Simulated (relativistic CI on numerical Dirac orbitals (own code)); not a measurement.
# Zn⁴⁺: M2,3 absorption edge

Computed with this model: Dirac-Coulomb-Breit CI, orbitals from a KLI potential per configuration, model QED (radiative potential, 1s self-energy scaled to tabulated hydrogen-like ionisation energies), valence Slater integrals scaled by 0.9, multiplet model of core-to-valence dipole absorption; configurations [Ar] 3d8 → [Ne] 3s2 3p5 3d9; 300 K; Lorentzian 0.8 eV and Gaussian 0.3 eV FWHM. Energies are those of the free ion, without screening or charge transfer. The branching ratio is the share of the lower-energy edge in the whole absorption, uncertain by about 0.02 where the edges overlap. S is read from ⟨S²⟩ = S(S + 1).

Field parameters in Wybourne normalisation: D3d B²₀ = −7Dσ, B⁴₀ = −14Dq − 21Dτ, B⁴₃ = −14√(10/7) Dq; D4h B²₀ = −7Ds, B⁴₀ = 21(Dq − Dt), B⁴₄ = 21√(5/14) Dq; Oh B⁴₀ = 21Dq, B⁴₄ = √(5/14) B⁴₀; Td as Oh with Dq negative (B⁴₀ = 21Dq, B⁴₄ = √(5/14) B⁴₀). The field is a parameter set, without covalency.

free ion: ground-state S = 1.00, centroid 83.94 eV. Peaks (eV, height): 79.6 (52), 80.8 (17), 86.5 (100).

Td, 10Dq = -16550 cm⁻¹: ground-state S = 1.00, centroid 84.69 eV. Peaks (eV, height): 80.9 (81), 87.4 (100), 89.3 (11).

D4h, 10Dq = 24650, Ds = 1760, Dt = -110 cm⁻¹: ground-state S = 1.00, centroid 86.39 eV. Peaks (eV, height): 83.4 (90), 83.9 (91), 86.2 (41), 89.9 (100).

Td, 10Dq = -15150 cm⁻¹: ground-state S = 1.00, centroid 84.62 eV. Peaks (eV, height): 80.8 (79), 87.3 (100), 89.0 (12).

Oh, 10Dq = 11150 cm⁻¹: ground-state S = 1.00, centroid 85.24 eV. Peaks (eV, height): 81.1 (58), 82.3 (47), 84.3 (19), 87.9 (100), 89.3 (27).

D3d, 10Dq = 10100, Dσ = -400, Dτ = -290 cm⁻¹: ground-state S = 1.00, centroid 85.03 eV. Peaks (eV, height): 80.7 (57), 82.0 (43), 84.0 (16), 87.6 (100), 89.0 (26).

Strongest unbroadened transitions for free ion:

```json
{"Energy (eV)": "79.58", "Relative strength": "50.7"}
{"Energy (eV)": "80.92", "Relative strength": "11.4"}
{"Energy (eV)": "86.47", "Relative strength": "100.0"}
{"Energy (eV)": "95.48", "Relative strength": "0.2"}
```
